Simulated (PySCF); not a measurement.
# Ionising TeH

UHF; basis Te aug-cc-pVDZ-PP with ECP28, H aug-cc-pVDZ; scalar-relativistic core potentials; PySCF 2.14. Neutral (UHF): doublet (π ↑), Re = 1.651 Å, ωe = 2254 cm⁻¹, De = 1.85 eV, HOMO -8.58 eV, LUMO -0.63 eV.

TeH⁺ (UHF): triplet (π ↑↑), Re = 1.658 Å, ωe = 2236 cm⁻¹, De = 1.69 eV to Te⁺ + H. The energies at the minima are -267.56574 hartree for TeH and -267.27701 for TeH⁺.

Q: Work out the adiabatic ionisation energy, without and with harmonic zero-point energies (1 hartree = 27.2114 eV, 1 eV = 8065.5 cm⁻¹), and the change of the bond length.

A: At UHF: 0.28873 hartree = 7.857 eV between the minima; the zero-point term (2236.0 − 2254.0)/2 cm⁻¹ = -0.001 eV makes it 7.856 eV. Re changes by +0.7 pm against the neutral. The electron leaves a π orbital, which is non-bonding in a hydride.

TeH⁻ (RHF): singlet (closed shell), Re = 1.662 Å, ωe = 2162 cm⁻¹. The energies at the minima are -267.56574 hartree for TeH and -267.61454 for TeH⁻.

Q: Work out the adiabatic electron affinity, without and with harmonic zero-point energies (1 hartree = 27.2114 eV, 1 eV = 8065.5 cm⁻¹), and the change of the bond length.

A: At HF: 0.04880 hartree = 1.328 eV between the minima; the zero-point term (2254.0 − 2162.0)/2 cm⁻¹ = +0.006 eV makes it 1.334 eV. Re changes by +1.1 pm against the neutral. The electron enters a π orbital, which is non-bonding in a hydride.

Spin–orbit coupling is left out, which matters for elements this heavy, above all for dissociation energies. For an ion De counts to the pair picked by the measured ionisation energies or electron affinities, which need not be the lowest pair at this level. Hartree–Fock leaves out correlation, which carries a large part of most bond energies and some tenths to 1 eV of ionisation energies. States were picked by a PBE0 search and need not be the measured ground states.

Neutral and ion stand on different kinds of reference determinant, which adds to the error of the difference.
